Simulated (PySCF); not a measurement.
From computed data to an observable: chemical shift, span and skew from a shielding tensor

Si(H)(F)(Me)(OH) (CH5FOSi), SMILES O[SiH](F)C. Atoms are numbered in the order given.

```xyz
9

Si     0.1355    -0.1927     0.2804
C      1.2986     0.6819    -0.8837
O     -0.8050    -1.3258    -0.4779
F     -0.8220     0.9519     0.9402
H      0.8177    -0.9076     1.3802
H      1.9817    -0.0337    -1.3688
H      1.9070     1.4242    -0.3420
H      0.7444     1.2167    -1.6728
H     -1.3018    -1.0532    -1.2581
```

Geometry: B3LYP-D3(BJ)/def2-SVP. The values are those of a single conformer.

GIAO shieldings from B3LYP/pcSseg-1 (PySCF), non-relativistic, no solvent. The symmetric part of the tensor of C2 has the principal values 171.4, 176.5, 188.5 ppm. The same nucleus in TMS has σ = 181.3 ppm at this level (PySCF, at its B3LYP-D3(BJ)/def2-TZVP geometry).

Task: Work out the isotropic shielding, the ¹³C shift against TMS, the span and the skew.

Result: 
σ(iso) = (σ11 + σ22 + σ33)/3 = 178.8 ppm. δ = σ(ref) − σ(iso) = 181.3 − (178.8) = 2.5 ppm.
Span Ω = σ33 − σ11 = 17.1 ppm. Skew κ = 3(σ(iso) − σ22)/Ω = 0.40. Tumbling in solution averages the tensor to δ; in a static solid the shielding alone would spread this spin-1/2 line over Ω.
